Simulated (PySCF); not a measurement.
An unknown shows these calculated signals:

¹H NMR (500 MHz, computed): δ 8.32 (m, 1H), 7.74 (m, 1H), 7.57 (m, 1H), 7.00 (m, 1H), 6.96 (br s, 1H), 1.34 (m, 3H).

¹³C{¹H} NMR (computed): δ 150.6 (C), 140.6 (CH), 129.8 (CH), 120.9 (CH), 118.9 (CH), 18.8 (CH3).

Level of theory: NMR shieldings at KT3/pcSseg-1/GIAO, structure optimised with PBE0-D3(BJ)/def2-SVP, in PySCF 2.14.0 with density-fitted response routines (in vacuum, fast rotation and ring inversion assumed for equivalent nuclei, no relativistic terms, single conformer).

Shifts are taken against calculated references (same method and geometry level): TMS for ¹H (σ = 31.32 ppm) and ¹³C (σ = 182.31 ppm).

Question: Which of these does the molecule contain: a Si–H bond, an NH or NH2 group, an N-methyl group, an OH group, a heteroaromatic ring?

Answer: 
- A Si–H bond: no.
- An NH or NH2 group: no.
- An N-methyl group: no.
- An OH group: yes (δH 6.96 (br s)).
- A heteroaromatic ring: yes.

The data belong to `C[P@](=O)(O)c1ccccn1`, C6H8NO2P; they needn't prove each group on their own.

Carbon signals by region: 5 in the sp2 and nitrile region (100–160 ppm), 1 below 50 ppm.

Exchangeable OH/NH protons stand at their gas-phase positions; hydrogen bonding in a real sample shifts them, mostly to higher δ. Splittings by ³¹P in the carbon and heteronuclear signals aren't shown, as no couplings were computed. Shifts are as computed, not scaled to solution data. Of 1309 compounds with measured shifts, 239 miss one by over three times the rms of a fit or turn the order of signals round; such compounds aren't used in these exercises. Multiplicities follow the n + 1 count of equivalent neighbours, as no J values were calculated; m marks all less simple cases, F and P coupling included.
